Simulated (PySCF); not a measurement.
## C₆ coefficients of unlike pairs at UHF

Calculated with PySCF 2.14 from the dipole response of each species, C₆(A,B) = (3/π) ∫ α_A(iu) α_B(iu) du, in atomic units, from isotropic polarisabilities. For ions this is the dispersion term alone; charge-induced terms of lower order in 1/R come first.

```csv
species,configuration,basis,relativity,α (bohr³),C₆ (like pair)
Ne⁺,[He] 2s2 2p5 (2P),aug-cc-pVQZ (6s5p4d3f2g),none,1.245,2.143
P⁺,[Ne] 3s2 3p2 (3P),aug-cc-pwCVQZ (10s9p7d5f3g),none,14.47,74.96
V²⁺,[Ar] 3d3 (4F),aug-cc-pVTZ-DK (8s7p5d3f2g),spin-free X2C,4.006,12.08
Be²⁺,1s2 (1S),aug-cc-pCVQZ-DK (9s8p6d4f2g),spin-free X2C,0.05167,0.01101
```

(1) Estimate C₆ for Be²⁺ with V²⁺.

No spin-orbit coupling is included.

The other pairs:

```json
{"pair": "P⁺, Ne⁺", "C₆": "10.36"}
{"pair": "V²⁺, P⁺", "C₆": "27.57"}
{"pair": "V²⁺, Ne⁺", "C₆": "4.980"}
{"pair": "Be²⁺, Ne⁺", "C₆": "0.1371"}
{"pair": "Be²⁺, P⁺", "C₆": "0.5178"}
```

## Answers

(1) The integral gives 0.2945. The combination rule 2 C_A C_B / (C_A α_B/α_A + C_B α_A/α_B) gives 0.2635 and the geometric mean 0.3647.
